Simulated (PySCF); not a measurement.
NMR data simulated for an unnamed compound:

¹H NMR (300 MHz, computed): δ 8.27 (s, 1H), 7.97 (m, 1H), 7.81 (d, 1H), 7.62 (d, 1H), 4.69 (s, 3H), 4.27 (s, 3H).

¹³C{¹H} NMR (computed): δ 144.7 (C), 136.5 (CH), 135.3 (CH), 134.9 (CH), 131.3 (C), 124.4 (C), 112.0 (CH), 37.2 (CH3).

PySCF calculation with GFN2-xTB geometry and σ from GIAO-PBE0/pcSseg-1; relativity neglected, rapidly exchanging positions averaged, single conformer, no solvent.

δ = σ(ref) − σ, references computed at the same level: ¹H and ¹³C vs TMS.

**Question.** Which of these does the molecule contain: an OH group, a (CH3)2CH unit, a Si–H bond, a nitrile, a heteroaromatic ring, a benzene ring?

**Answer.** 
- An OH group: no.
- A (CH3)2CH unit: no.
- A Si–H bond: yes (δH 4.69 (s)).
- A nitrile: no.
- A heteroaromatic ring: yes.
- A benzene ring: yes.

The data belong to `Cn1ncc2cc([SiH3])ccc21`, C8H10N2Si; they needn't prove each group on their own.

Carbon signals by region: 7 in the sp2 and nitrile region (100–160 ppm), 1 below 50 ppm.

Shifts are as computed. Against solution values, carbons near 30 ppm lie about +3 ppm off and those near 130 ppm about +5 ppm. Of 1211 compounds with measured shifts, 218 miss one by over three times the rms of a fit or turn the order of signals round; such compounds aren't used in these exercises. Multiplicities follow the n + 1 count of equivalent neighbours, as no J values were calculated; m marks all less simple cases, F and P coupling included.
